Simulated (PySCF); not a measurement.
FHSi, charge +1, multiplicity 2. Atoms are numbered in the order given.

```xyz
3

Si     0.1262     0.5433     0.0000
H     -1.1724     1.3219     0.0000
F     -0.0661    -0.9920     0.0000
```
Charge +1, spin multiplicity 2.

Geometry: TPSSh-D3(BJ)/def2-TZVPD. The multiplicity is an assumed one; other spin states were not compared. The isomer is the one that the SMILES or the coordinates give; other isomers of the formula were not compared.

Method: CAM-B3LYP/def2-TZVPD run with PySCF.

Mulliken values depend strongly on the basis, most of all with diffuse functions as here. ESP charges are fitted to the potential on shells at 1.4 to 2.0 van der Waals radii. Atomic charges (e):

```json
[
 {"atom": "Si1", "meta-Löwdin": "1.31", "ESP fit": "1.04", "Mulliken spin": "0.71"},
 {"atom": "H2", "meta-Löwdin": "0.06", "ESP fit": "0.09", "Mulliken spin": "0.25"},
 {"atom": "F3", "meta-Löwdin": "-0.37", "ESP fit": "-0.13", "Mulliken spin": "0.04"}
]
```
